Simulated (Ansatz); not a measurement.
Calculated with Ansatz (gas phase, PBE0-D4/def2-TZVP geometries, no zero-point term in ΔE). CCSD(T)/CBS is the MP2 limit (def2-TZVPP, def2-QZVPP) plus CCSD(T) − MP2 in def2-TZVPP, frozen cores. This one scheme is used for every species. Functionals use def2-TZVPP. B3LYP here is the variant with VWN-RPA as its local correlation; programs differ in this. For Ge outer-core shells are correlated without core-valence functions, which leaves a few kJ/mol of doubt a bond. Scalar relativity is left out up to krypton. Each species was taken in one conformer, which may not be the lowest.

Consider the ligand exchange at a Ge–N bond: `CO[SiH2][NH][GeH3]` + `[OH][GeH2][F]` → `[F][GeH2][O][GeH3]` + `CO[SiH2]N`.

Problem. Is it downhill or uphill in electronic energy at CCSD(T)/CBS, and by how much? (An estimate is asked.)

Solution. The calculation gave: Downhill: ΔE = -25.4 kJ/mol.

Problem. What do these levels give: r2SCAN-D4, PBE0-D4, B2PLYP, B3LYP, CCSD(T)/def2-TZVPP, HF/CBS(def2)? (Best estimate.)

Solution. Computed: r2SCAN-D4 -27.4, PBE0-D4 -23.3, B2PLYP -29.4, B3LYP -30.2, CCSD(T)/def2-TZVPP -25.1, HF/CBS(def2) -36.0 kJ/mol.

Largest T1 diagnostic among the species: 0.012.

In def2-TZVPP, CCSD(T) changes the Hartree–Fock value by +9.7 kJ/mol (the triples alone add +0.8 kJ/mol) and MP2 by +9.8 kJ/mol.
